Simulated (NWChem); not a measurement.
# AgH2OI; SMILES [Ag]([I])<-[OH2]

All runs: NWChem. Coordinates come from a PBE0/def2-SVP optimisation. def2 effective core potentials on Ag, I; no spin-orbit coupling. Vertical excitations in the gas phase; the lowest state need not have the same character in each row.

For level B3LYP/def2-SVP, TDA:

| Quantity | Value |
|---|---|
| lowest excitation, singlet (eV) | 3.27 |
| lowest state with f > 0.02, singlet (eV) | 4.43 |
| oscillator strength of that bright state | 0.098 |
| orbital gap (eV) | 4.04 |

**Question.** What are these values for level PBE/def2-SVP, TDA?

**Answer.** 
| Quantity | Value |
|---|---|
| lowest excitation, singlet (eV) | 2.85 |
| lowest state with f > 0.02, singlet (eV) | 4.11 |
| oscillator strength of that bright state | 0.086 |
| orbital gap (eV) | 2.74 |
